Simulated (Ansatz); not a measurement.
This geometry of Cl2Zn + H (4 atoms, charge 0, multiplicity 2) is a first-order saddle point.

Method: UKS revPBE/def2-SVP in Ansatz 0.2.0.

```xyz
4
Properties=species:S:1:pos:R:3
Zn 0.000 0.000 0.084
Cl 0.000 0.000 2.322
Cl 0.000 0.000 -2.057
H 0.000 0.000 4.061
```

Question: Which two structures does it join? (They come from a converged band through this point; their orientation in space is the band's.)

Answer: Bonds broken: Zn1–Cl2. Bonds formed: Cl2–H4. Cl2Zn + H becomes ClH + ClZn.

Initial state:

```xyz
4
Properties=species:S:1:pos:R:3
Zn 0.000 0.000 -0.391
Cl 0.000 0.000 1.727
Cl 0.000 0.000 -2.508
H 0.000 0.000 5.581
```

Final state:

```xyz
4
Properties=species:S:1:pos:R:3
Zn 0.000 0.000 -0.453
Cl 0.001 0.000 3.104
Cl 0.000 0.000 -2.645
H 0.000 0.000 4.405
```

Question: How far does it lie above each of them?

Answer: 0.262 eV above the first and 0.441 eV above the second. This is the barrier of this one path; another mechanism may lie lower.

The run took 3 min on 2 threads of Intel(R) Xeon(R) Platinum 8259CL CPU @ 2.50GHz (Skylake/Cascade Lake), with other jobs on the host, peak memory 0.19 GiB.
